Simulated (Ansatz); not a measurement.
## Energy profile

The step: SiH₄O ([OH][SiH3]) + NH₃ → SiNH₅O ([NH2][SiH2][OH]) + H₂; bonds formed: Si1–N7, H2–H6; bonds broken: Si1–H2, H6–N7 (atoms numbered as in the saddle structure below).

```tsv
atom	x (Å)	y (Å)	z (Å)
Si1	-0.4590	0.5023	0.2944
H2	0.5270	-0.9340	1.1100
H3	-1.1291	1.5277	-0.5682
H4	-1.5817	-0.0917	1.0574
O5	0.7330	1.4658	0.8957
H6	0.4317	-1.2201	-0.0279
N7	0.0446	-0.7138	-1.0341
H8	1.3037	0.9801	1.4985
H9	-0.6831	-1.1219	-1.6116
H10	0.8127	-0.3945	-1.6141
```

Electronic energies by CCSD(T) at an estimated basis limit (MP2 extrapolated from triple and quadruple zeta, plus CCSD(T) − MP2 in triple zeta), on PBE0-D4/def2-TZVP structures; SiNH7O, singlet; no counterpoise correction. Ansatz 0.2.0; basis: def2-TZVPP and def2-QZVPP; cores frozen in the correlated methods. Extrapolation: Hartree–Fock as exp(−7.88 √X), correlation as X^−2.97.

(1) Give the profile in kcal/mol, counted from the separated reactants. (Judge from chemistry; the value comes from the calculation.)

The T1 diagnostic stays at or below 0.012.

Results:

(1) The calculation gives:
| point | kcal/mol |
| --- | --- |
| separated: SiH4O (linked as [OH][SiH3]; Si1, H2, H3, H4, O5, H8; singlet) + NH3 (H6, N7, H9, H10; singlet) | 0.00 |
| start structure | -3.72 |
| saddle | 37.94 |
| end structure | -12.19 |
| separated: SiNH5O (linked as [NH2][SiH2][OH]; Si1, H3, H4, O5, N7, H8, H9, H10; singlet) + H2 (H2, H6; singlet) | -11.49 |

For scale, one of the runs: CCSD(T)/def2-TZVPP, 202 basis functions (an equivalent command: `ansatz run in.yaml --threads 2`). Hardware: 2 CPU threads, shared host. Wall time 31 s; peak host memory 2.7 GiB.
